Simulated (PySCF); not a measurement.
C8H9Cl.
Bonds: Cl1–C2, C2–C3, C3–C4 (double), C4–C5, C5–C6, C6–C7 (double), C5–C8, C8–C9, C3–C7, C5–C9. Hydrogens: H10, H11 on C2; H12 on C4; H13 on C6; H14 on C7; H15, H16 on C8; H17, H18 on C9.

Computed with PySCF at PBE0/pcSseg-1 and B3LYP/def2-SVPD, non-relativistic, on one gas-phase PBE0-D3(BJ)/def2-SVP geometry that isn't relaxed in the solvent. The solvent is an IEF-PCM continuum (van der Waals radii × 1.2). Specific hydrogen bonds and non-electrostatic terms are outside this model.

Gas phase at PBE0/pcSseg-1: HOMO -6.42 eV, LUMO -0.85 eV, dipole 3.12 D.

Question: What does the continuum do to the energy, the frontier levels and the dipole at PBE0/pcSseg-1 in chloroform and water?

Answer: 
| solvent | ε | E(solvent) − E(gas) (kJ/mol) | polarisation term (kJ/mol) | distortion of the solute (kJ/mol) | HOMO (eV) | LUMO (eV) | dipole (D) |
| --- | --- | --- | --- | --- | --- | --- | --- |
| chloroform | 4.711 | -16.83 | -18.71 | 1.88 | -6.40 | -0.80 | 3.85 |
| water | 78.36 | -24.64 | -28.75 | 4.11 | -6.43 | -0.81 | 4.18 |

Polarisation term: ½ Σ q·V over the induced surface charges. Distortion: the rise of the solute's own energy as its density leaves the gas-phase optimum. From chloroform to water the lowering changes by a factor 1.46, Onsager's factor (ε − 1)/(2ε + 1) by 1.38 and ε itself by 16.6.

Question: Which radius a makes the point-dipole formula ΔE = −[(ε − 1)/(2ε + 1)]·μ²/a³ give the value in water, with the gas-phase dipole?

Answer: μ = 1.228 au and |ΔE| = 0.00939 Eh give a = 2.27 Å; the farthest nucleus lies 3.92 Å from the centroid of the nuclei, so such a sphere wouldn't even hold the nuclei. The formula assumes a rigid point dipole at the centre of a sphere.

Question: Which Hirshfeld charges (PBE0/pcSseg-1) respond most in chloroform (means over atoms taken as equivalent)?

Answer: 
| atoms | environment | gas (e) | solvent (e) | change |
| --- | --- | --- | --- | --- |
| Cl1 | alkyl chlorine | -0.092 | -0.114 | -0.022 |
| C7 | alkene CH carbon | -0.069 | -0.079 | -0.010 |
| C3 | fully substituted alkene carbon | -0.022 | -0.030 | -0.008 |
| H12 | vinylic hydrogen | +0.051 | +0.058 | +0.007 |
| H10/H11 | methylene hydrogen | +0.050 | +0.057 | +0.007 |
| H13 | vinylic hydrogen | +0.052 | +0.057 | +0.005 |
| H15/H17 | methylene hydrogen | +0.055 | +0.059 | +0.004 |
| H16/H18 | methylene hydrogen | +0.055 | +0.059 | +0.004 |
| C6 | alkene CH carbon | -0.057 | -0.060 | -0.003 |
| C5 | sp3 carbon at a ring junction | 0.000 | -0.002 | -0.002 |
| C2 | sp3 C–Cl carbon | -0.033 | -0.031 | +0.002 |
| C8/C9 | three-membered-ring carbon | -0.071 | -0.069 | +0.002 |

Question: How do the nuclear quadrupole coupling constants eQVzz/h respond in chloroform?

Answer: 
| nucleus | Q (barn) | gas (MHz) | solvent (MHz) | η gas | η solvent |
| --- | --- | --- | --- | --- | --- |
| 35Cl at Cl1 | -0.0817 | -76.52 | -73.40 | 0.03 | 0.03 |

Gas phase at B3LYP/def2-SVPD: HOMO -6.22 eV, LUMO -1.11 eV, dipole 3.10 D.

Question: What does the continuum do to the energy, the frontier levels and the dipole at B3LYP/def2-SVPD in chloroform and water?

Answer: 
```csv
solvent,ε,E(solvent) − E(gas) (kJ/mol),polarisation term (kJ/mol),distortion of the solute (kJ/mol),HOMO (eV),LUMO (eV),dipole (D)
chloroform,4.711,-15.29,-17.25,1.96,-6.17,-1.03,3.88
water,78.36,-22.38,-26.71,4.33,-6.18,-1.03,4.23
```

Question: How does the static polarisability (B3LYP/def2-SVPD, frozen core, with the continuum's full static response) change?

Answer: 
```json
{"medium": "gas", "isotropic (au)": "109.1", "principal values (au)": "82.2, 96.0, 149.0", "⟨r²⟩ of the electrons (bohr²)": "1755.7"}
{"medium": "chloroform", "isotropic (au)": "137.9", "principal values (au)": "104.3, 123.3, 186.1", "⟨r²⟩ of the electrons (bohr²)": "1755.0"}
{"medium": "water", "isotropic (au)": "153.4", "principal values (au)": "118.7, 139.1, 202.6", "⟨r²⟩ of the electrons (bohr²)": "1754.6"}
```

The isotropic value in water is 1.41 times the gas-phase one; no cavity-field correction is applied. ⟨r²⟩ is taken about the centre of nuclear charge.

Conformer computed: `[Cl:1][CH2:2][C:3]1=[CH:4][C:5]2([CH:6]=[CH:7]1)[CH2:8][CH2:9]2`: Cl1–C2–C3–C4 121°.
